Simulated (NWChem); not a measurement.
The numbers come from NWChem runs, not from measurements. System: C3H3N2, charge 0, spin multiplicity 2, displaced from the optimised geometry. The structure started from a generated list of species. Its SCF solution wasn't tested for a lower state.

Input file:

```
start mol
memory heap 200 mb stack 900 mb global 1100 mb
geometry units angstroms nocenter noautoz
  C     -0.323934     1.170618     0.000000
  C      1.026002     0.745744     0.000000
  C      0.888793    -0.698030     0.000000
  N     -0.421328    -1.105521     0.000000
  N     -1.150702     0.070443     0.000000
  H      1.950718     1.370480     0.000000
  H      1.698909    -1.471937     0.000000
  H     -2.190584     0.037007     0.000000
  symmetry group Cs
end
basis spherical
  * library def2-svp
end
dft
  xc b3lyp
  odft
  mult 2
  semidirect memsize 60000000 filesize 0
  iterations 100
  convergence nodiis damp 40
end
task dft gradient
```

The output up to the point where the run's verdict is printed (cleaned and shortened):

```
             Northwest Computational Chemistry Package (NWChem) 7.3.0
             --------------------------------------------------------

                                NWChem Input Module
                                -------------------

 Scaling coordinates for geometry "geometry" by  1.889725989
 (inverse scale =  0.529177249)

 Turning off AUTOSYM since
 SYMMETRY directive was detected!

                             Geometry "geometry" -> ""
                             -------------------------

 Output coordinates in angstroms (scale by  1.889725989 to convert to a.u.)

  No.       Tag          Charge          X              Y              Z
 ---- ---------------- ---------- -------------- -------------- --------------
    1 C                    6.0000    -0.32393400     1.17061800     0.00000000
    2 C                    6.0000     1.02600200     0.74574400     0.00000000
    3 C                    6.0000     0.88879300    -0.69803000     0.00000000
    4 N                    7.0000    -0.42132800    -1.10552100     0.00000000
    5 N                    7.0000    -1.15070200     0.07044300     0.00000000
    6 H                    1.0000     1.95071800     1.37048000     0.00000000
    7 H                    1.0000     1.69890900    -1.47193700     0.00000000
    8 H                    1.0000    -2.19058400     0.03700700     0.00000000

 Effective nuclear repulsion energy (a.u.)     150.3783209897

            Nuclear Dipole moment (a.u.)
            ----------------------------
        X                 Y               Z
 ---------------- ---------------- ----------------
    -0.0000018897    -0.0000075589     0.0000000000

      Symmetry information
      --------------------

 Group name             Cs
 Group number              2
 Group order               2
 No. of unique centers     8

      Symmetry unique atoms

     1    2    3    4    5    6    7    8


 Summary of "ao basis" -> "" (spherical)
 ------------------------------------------------------------------------------
       Tag                 Description            Shells   Functions and Types
[...]
 d= 0,ls=0.5         73   -169.1813100714 -1.23D+00  1.66D-01              13.8
                                                     1.42D-01
 d= 0,ls=0.5         74   -167.9532389627  1.23D+00  1.66D-01              14.0
                                                     1.42D-01
 d= 0,ls=0.5         75   -169.1813100714 -1.23D+00  1.66D-01              14.2
                                                     1.42D-01
 d= 0,ls=0.5         76   -167.9532389626  1.23D+00  1.66D-01              14.4
                                                     1.42D-01
 d= 0,ls=0.5         77   -169.1813100714 -1.23D+00  1.66D-01              14.6
                                                     1.42D-01
 d= 0,ls=0.5         78   -167.9532389626  1.23D+00  1.66D-01              14.8
                                                     1.42D-01
 d= 0,ls=0.5         79   -169.1813100714 -1.23D+00  1.66D-01              14.9
                                                     1.42D-01
 d= 0,ls=0.5         80   -167.9532389626  1.23D+00  1.66D-01              15.1
                                                     1.42D-01
 d= 0,ls=0.5         81   -169.1813100714 -1.23D+00  1.66D-01              15.3
                                                     1.42D-01
 d= 0,ls=0.5         82   -167.9532389626  1.23D+00  1.66D-01              15.5
                                                     1.42D-01
 d= 0,ls=0.5         83   -169.1813100714 -1.23D+00  1.66D-01              15.7
                                                     1.42D-01
 d= 0,ls=0.5         84   -167.9532389626  1.23D+00  1.66D-01              15.8
                                                     1.42D-01
 d= 0,ls=0.5         85   -169.1813100714 -1.23D+00  1.66D-01              16.0
                                                     1.42D-01
 d= 0,ls=0.5         86   -167.9532389626  1.23D+00  1.66D-01              16.2
                                                     1.42D-01
 d= 0,ls=0.5         87   -169.1813100714 -1.23D+00  1.66D-01              16.4
                                                     1.42D-01
 d= 0,ls=0.5         88   -167.9532389626  1.23D+00  1.66D-01              16.6
                                                     1.42D-01
 d= 0,ls=0.5         89   -169.1813100714 -1.23D+00  1.66D-01              16.8
                                                     1.42D-01
 d= 0,ls=0.5         90   -167.9532389626  1.23D+00  1.66D-01              16.9
                                                     1.42D-01
 d= 0,ls=0.5         91   -169.1813100714 -1.23D+00  1.66D-01              17.1
                                                     1.42D-01
 d= 0,ls=0.5         92   -167.9532389626  1.23D+00  1.66D-01              17.3
                                                     1.42D-01
 d= 0,ls=0.5         93   -169.1813100714 -1.23D+00  1.66D-01              17.5
                                                     1.42D-01
 d= 0,ls=0.5         94   -167.9532389626  1.23D+00  1.66D-01              17.7
                                                     1.42D-01
 d= 0,ls=0.5         95   -169.1813100714 -1.23D+00  1.66D-01              17.9
                                                     1.42D-01
 d= 0,ls=0.5         96   -167.9532389626  1.23D+00  1.66D-01              18.0
                                                     1.42D-01
 d= 0,ls=0.5         97   -169.1813100714 -1.23D+00  1.66D-01              18.2
                                                     1.42D-01
 d= 0,ls=0.5         98   -167.9532389626  1.23D+00  1.66D-01              18.4
                                                     1.42D-01
 d= 0,ls=0.5         99   -169.1813100714 -1.23D+00  1.66D-01              18.6
                                                     1.42D-01
 d= 0,ls=0.5        100   -167.9532389626  1.23D+00  1.66D-01              18.8
                                                     1.42D-01
```

The run did not converge; its last values are not results. The next line reads: Calculation failed to converge. NWChem stopped with the message: dft gradient failed.
